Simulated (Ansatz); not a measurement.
**Worked example: SiH(CH3)Br2 + C2H6Si → SiH2(CH3)Br + C2H5BrSi**

Species: SiH(CH3)Br2, singlet; C2H6Si (vinylsilane) `C=C[SiH3]`, singlet; SiH2(CH3)Br, singlet; C2H5BrSi `C=C[SiH2]Br`, singlet. The partners trade Br for H; both sit on Si, so the bond types are kept.

Shapes, held fixed at every level: PBE0-D4/def2-TZVP. Flexible molecules stand in one conformer, not always the lowest. Programs: Ansatz 0.2.0. The zero-point and thermal change to 298 K, harmonic and unscaled (PBE0-D4/def2-TZVP), is +0.9 kJ/mol.

At CCSD(T)/def2-TZVPP; 1 Eh = 2625.50 kJ/mol:

```
    species   energy (Eh)
SiH(CH3)Br2  -5475.018723
     C2H6Si   -368.694162
SiH2(CH3)Br  -2902.854605
   C2H5BrSi  -2940.858206
```

Question: Work out ΔH(298 K) of the reaction at this level.

Answer: 
1. Products less reactants: (-2902.854605) + (-2940.858206) − [(-5475.018723) + (-368.694162)] = 0.000074 Eh = +0.2 kJ/mol.
2. With the thermal change: +0.2 + (+0.9) = +1.1 kJ/mol.

Other levels give -5.9 (HF/def2-TZVPP) to +4.7 kJ/mol (SPW92/def2-TZVPP). No measured value is set beside it here. Relativity is left out for Br unless named. Correlated rows may include outer-core shells of Br, which these sets cover unevenly.
